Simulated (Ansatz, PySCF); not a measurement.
Stepwise substitution at one centre (Sn H-OH). Isolated molecules, 0 K electronic values unless said otherwise. One relaxed conformer stands for each flexible species; it need not be the lowest. Strings in code marks are SMILES.

Quantity: redistribution energy (mixed species minus the weighted end members), in kJ/mol.

Level 1: frozen-core CCSD(T)/def2-TZVPP // PBE-D3(BJ)/def2-TZVP (Ansatz, a program for electronic structure)
Level 2: PBE-D3(BJ)/def2-TZVP (PySCF)
Level 3: B3LYP/6-31G* (LANL2DZ on Sn) // PBE-D3(BJ)/def2-TZVP (PySCF)
Level 4: BP86/6-31G* (LANL2DZ on Sn) // PBE-D3(BJ)/def2-TZVP (PySCF)

```tsv
species	level 1	level 2	level 3	level 4
2 of 4 H replaced by OH: `[OH][SnH2][OH]` (H–O–Sn–O torsion -105°, O–Sn–O–H torsion 52°)	11.70	9.95	23.23	23.10
1 of 4 H replaced by OH: `[OH][SnH3]`	13.74	12.67	?	23.31
3 of 4 H replaced by OH: `[OH][SnH]([OH])[OH]`	0.68	?	?	7.32
```

Problem. What belongs in the gaps?

Solution. 
- 1 of 4 H replaced by OH: `[OH][SnH3]`, level 3: 22.72
- 3 of 4 H replaced by OH: `[OH][SnH]([OH])[OH]`, level 2: -1.29
- 3 of 4 H replaced by OH: `[OH][SnH]([OH])[OH]`, level 3: 6.91
